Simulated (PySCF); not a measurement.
State search for NaSn

Unrestricted PBE0; PySCF, scalar-relativistic core potentials, basis sets Na cc-pVDZ, Sn cc-pVDZ-PP with ECP28. Outer shells of the fragments: Na 3s1; Sn 4d10 5s2 5p2.

Followed along the bond (rough minima from three points):

```json
{"2Ms+1": "4", "unpaired": "σ ↑, π ↑↑", "⟨S²⟩ at the start": "3.75", "R at minimum (Å)": "2.93", "Te (eV)": "0.00"}
{"2Ms+1": "2", "unpaired": "π ↑", "⟨S²⟩ at the start": "0.77", "R at minimum (Å)": "3.07", "Te (eV)": "0.30"}
{"2Ms+1": "2", "unpaired": "σ ↓, π ↑↑", "⟨S²⟩ at the start": "1.76", "R at minimum (Å)": "3.03", "Te (eV)": "0.46"}
{"2Ms+1": "2", "unpaired": "σ ↑, π ↑↓", "⟨S²⟩ at the start": "1.76", "R at minimum (Å)": "2.97", "Te (eV)": "0.49"}
{"2Ms+1": "2", "unpaired": "σ ↑", "⟨S²⟩ at the start": "0.75", "R at minimum (Å)": "2.97", "Te (eV)": "1.22"}
```

Solutions found at the starting distance of 2.925 Å, counted from the lowest of them; the search is not exhaustive and high or unbound solutions are not listed, so other states can lie among these:

| 2Ms+1 | unpaired | term | E (eV) | ⟨S²⟩ | ⟨Lz²⟩ | μ (D) |
| --- | --- | --- | --- | --- | --- | --- |
| 4 | σ ↑, π ↑↑ | ⁴Σ⁻ | 0.00 | 3.75 | 0.00 | -6.80 |
| 2 | π ↑ | ²Π | 0.32 | 0.77 | 1.00 | -4.48 |
| 2 | σ ↓, π ↑↑ | mixed | 0.47 | 1.76 | 0.00 | -6.13 |
| 2 | σ ↑, π ↑↓ | mixed | 0.49 | 1.76 | 2.01 | -6.45 |
| 2 | σ ↑ | mixed | 1.22 | 0.75 | 2.00 | -6.10 |
| 4 | σ ↑↑, π ↑ | ⁴Π | 1.70 | 3.75 | 1.00 | 4.21 |

A term symbol is given only where ⟨S²⟩ and ⟨Lz²⟩ are close to those of a pure state; real π, δ and φ orbitals otherwise mix terms. A positive dipole means Na(−)Sn(+).

Spin–orbit coupling is left out. Counting both spins, an empty level lies below a filled one in some of these solutions, because spin and occupation are held.
